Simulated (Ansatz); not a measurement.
## Relaxing a trial structure of B3ClH7N

The starting geometry of this gas-phase singlet was optimised with GFN2-xTB.

| atom | x (Å) | y (Å) | z (Å) |
| --- | --- | --- | --- |
| B | 0.1308 | 1.8676 | -0.0266 |
| B | 0.1449 | -0.7259 | 0.4460 |
| B | 0.5699 | 0.2748 | 2.0225 |
| Cl | 2.1608 | 0.1226 | 2.8606 |
| N | 0.7866 | 0.7210 | 0.5276 |
| H | 0.7349 | 2.6178 | -0.6912 |
| H | -1.0024 | 2.0246 | 0.2021 |
| H | 1.7747 | 0.6746 | 0.3048 |
| H | 0.8859 | -1.5105 | -0.0150 |
| H | -0.9718 | -0.7219 | 0.0855 |
| H | 0.1110 | -0.9444 | 1.7783 |
| H | -0.2414 | 0.8849 | 2.6125 |

Where would you expect an optimisation with PBE0-D3(BJ)/def2-SVP to take it?

A new bond forms, giving a structure with H10 bridging B1 and B2, given below by its coordinates. Distances that change by over a tenth: B1–H10 (2.82 → 1.44 Å), B2–H10 (1.17 → 1.29 Å), B3–H11 (1.33 → 1.57 Å). Contacts that close: B1–B2 (2.64 → 1.89 Å).

The energy falls by 0.45 eV over 36 steps:

```csv
step,E − E(last) (eV)
1,0.450
5,0.318
9,0.317
13,0.316
17,0.316
20,0.316
24,0.311
28,0.044
32,0.000
36,0.000
```

Final geometry (Å):

```xyz
12

B    -0.0984    1.3715   -0.0723
B     0.3259   -0.3986    0.4285
B     0.7223    0.3775    2.1661
Cl    2.0540   -0.4147    3.0521
N     1.0512    0.9121    0.8099
H     0.2012    1.6289   -1.2112
H    -1.0138    1.9280    0.4811
H     2.0142    0.9657    0.4970
H     0.8899   -1.2615   -0.1815
H    -0.7137    0.0712   -0.1841
H    -0.1615   -0.7627    1.5416
H    -0.1875    0.8681    2.7798
```

Frequencies at the end are all real (lowest 183 cm⁻¹). Run with Ansatz 0.2.0, 96 s on 2 threads of Arm Neoverse V1, on a shared host.
